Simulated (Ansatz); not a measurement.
The same molecule with X = C, Si, Ge. Ansatz, PBE0-D4/def2-TZVP geometries, multiplicity 1.

Scalar relativity is left out up to krypton.

```tsv
X	molecule	mean X–Al bond length / Å	mean X–H bond length / Å	mean X–N bond length / Å	HOMO–LUMO gap (ωB97M-V/def2-TZVPP) / eV	zero-point energy (PBE0-D4/def2-TZVP) / kJ/mol	size of the dipole moment (ωB97M-V/def2-TZVPP) / D
C	`[CH2]1[NH][AlH]1`	1.919	1.093	1.507	9.58	125.7	0.90
Ge	`[NH]1[AlH][GeH2]1`	2.356	1.547	1.914	9.18	98.3	1.08
```

(1) Give the row for X = Si, `[NH]1[AlH][SiH2]1`. (An estimate is asked.)

Results:

(1) Computed: 
```tsv
X	molecule	mean X–Al bond length / Å	mean X–H bond length / Å	mean X–N bond length / Å	HOMO–LUMO gap (ωB97M-V/def2-TZVPP) / eV	zero-point energy (PBE0-D4/def2-TZVP) / kJ/mol	size of the dipole moment (ωB97M-V/def2-TZVPP) / D
Si	`[NH]1[AlH][SiH2]1`	2.300	1.493	1.763	9.00	102.6	1.17
```

From C to Ge the mean X–Al bond length rises at each step, by 0.437 Å in all; the mean X–H bond length rises at each step, by 0.454 Å in all; the mean X–N bond length rises at each step, by 0.407 Å in all; the HOMO–LUMO gap (ωB97M-V/def2-TZVPP) isn't monotonic: highest at C, lowest at Si; the zero-point energy (PBE0-D4/def2-TZVP) falls at each step, by 27.4 kJ/mol in all. Bonds lengthen as the atom grows down the group. Dipoles are sizes alone, and their direction can turn along the series.
